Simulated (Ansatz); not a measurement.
Saddle point of SiNH$_{5}$ClF, singlet (SiNH₄Cl ([NH2][SiH2][Cl]) + HF → SiH₂ClF ([F][SiH2][Cl]) + NH₃; bonds formed: Si1–F7, N2–H6; bonds broken: Si1–N2, H6–F7), PBE0-D4/def2-TZVP structure:

Si1  (-0.746, -0.336, -0.127)
N2  (1.064, 0.013, -0.071)
H3  (-0.766, -1.407, -1.170)
H4  (-1.289, -0.983, 1.078)
Cl5  (-1.788, 1.123, -1.115)
H6  (0.734, 0.799, 0.773)
F7  (-0.288, 1.162, 1.328)
H8  (1.440, 0.390, -0.933)
H9  (1.639, -0.762, 0.236)
(Å)

Energies are electronic, without zero-point energy. Barriers and step energies count from the start structure reached by relaxing down the imaginary mode; all methods use the PBE0-D4 structures, on which another method's saddle can fall below an end. Computed with Ansatz 0.2.0 (basis: def2-TZVPP, with def2-QZVPP for the basis limit); correlated methods freeze the cores. B3LYP uses VWN-RPA correlation. Extrapolation: Hartree–Fock as exp(−7.88 √X), correlation as X^−2.97.

| method | barrier (eV) | step energy (eV) |
| --- | --- | --- |
| SPW92 | 0.366 | -0.756 |
| PBE-D4 | 0.616 | -0.718 |
| BLYP-D4 | ? | -0.714 |
| r2SCAN-D4 | ? | -0.821 |
| B97M-V | ? | -0.875 |
| PBE0-D4 | 0.739 | -0.741 |
| B3LYP-D4 | 0.811 | -0.740 |
| r2SCAN0-D4 | 0.763 | -0.816 |
| BHLYP-D4 | 0.928 | -0.792 |
| CAM-B3LYP-D4 | 0.781 | -0.770 |
| wB97X-V | 0.766 | -0.799 |
| wB97M-V | 0.741 | -0.824 |
| B2PLYP | 0.835 | -0.765 |
| PBE-QIDH | 0.811 | -0.771 |
| RPA on PBE | 0.837 | -0.773 |
| HF | 1.279 | -0.814 |
| MP2 | 0.831 | -0.750 |
| CCSD | 0.932 | -0.777 |
| CCSD(T) | 0.861 | -0.769 |

(1) Fill in the withheld barriers. (Judge from chemistry; the value comes from the calculation.)

T1 diagnostic: at most 0.011.

Answers

(1) By the calculation: BLYP-D4 0.734; r2SCAN-D4 0.668; B97M-V 0.780 eV. Each is the energy of the saddle less that of the start structure, by the same method.

For comparison, the barrier by CCSD(T) at an estimated basis limit (MP2 extrapolated from triple and quadruple zeta, plus CCSD(T) − MP2 in triple zeta) is 0.862 eV.

Steps of this kind, hydrogen fluoride cutting a network bond, underlie vapour etching and the fluorination step of atomic layer etching.

Labels in which every atom is bracketed show which atoms are joined, not bond orders.

For scale, one of the runs: CCSD(T)/def2-TZVPP, 216 basis functions, launched by `ansatz run in.yaml --threads 4 --pin off --events-out ev --progress --plain --max-ram 9574MiB`. The run took 72 s on 4 CPU threads of an Arm Neoverse V1 (shared host), with 3.1 GiB of host memory at its peak.
